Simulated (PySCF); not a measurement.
# Radial density of Ba³⁸⁺ (barium, charge +38)

PBEsol, [Ar], closed-shell 1S. Calculation: PySCF 2.14, in an even-tempered Gaussian basis (18 s from 6.9 bohr⁻², ratio 2.5; 12 p from 9 bohr⁻², ratio 2.5; 5 d from 40 bohr⁻², ratio 2.7; 4 f from 60 bohr⁻², ratio 2.7); scalar relativity by spin-free X2C-1e.

```
r (bohr)  4πr²ρ (e/bohr)
  0.0218           71.79
  0.0367           64.43
  0.0617           86.16
   0.104           69.54
   0.174           33.54
   0.293           32.97
   0.493           2.477
   0.830        0.004744
```

Densities and radii are taken from the X2C orbitals without a picture-change correction, which distorts them close to the nucleus.

Spin-orbit coupling, which splits the p, d and f shells strongly at this Z, is absent.
